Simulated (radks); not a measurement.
The numbers below are computed, except where a source is named.
Question: Mean orbital radii <r> (bohr) of the ytterbium ion Yb+, [Xe] 4f14 6s1, of relativity; Dirac values are averaged over j with weights 2j + 1. Spin-unpolarised spherical Kohn-Sham, PBE, point nucleus unless stated (finite: rms radius 5.3108 fm), a radial shooting solver on a logarithmic mesh with Libxc functionals. A level marked "c x" has the speed of light scaled by that factor.

shell       non-rel.
3s            0.2343
3p            0.2242
3d            0.1974
4s            0.5270
4p            0.5371
4d            0.5627
5s             1.322
5p             1.503
4f            0.7451
6s             3.827
5d (empty)     2.688
6p (empty)     4.777

Give the values at the level "Dirac".

Answer: 
shell        Dirac  change of magnitude (%)
3s          0.2162                    -7.72
3p          0.2154                    -3.93
3d          0.1961                    -0.68
4s          0.4878                    -7.44
4p          0.5172                    -3.69
4d          0.5604                    -0.41
5s           1.209                    -8.51
5p           1.445                    -3.87
4f          0.7874                    +5.68
6s           3.545                    -7.38
5d (empty)   2.814                    +4.72
6p (empty)   4.674                    -2.15
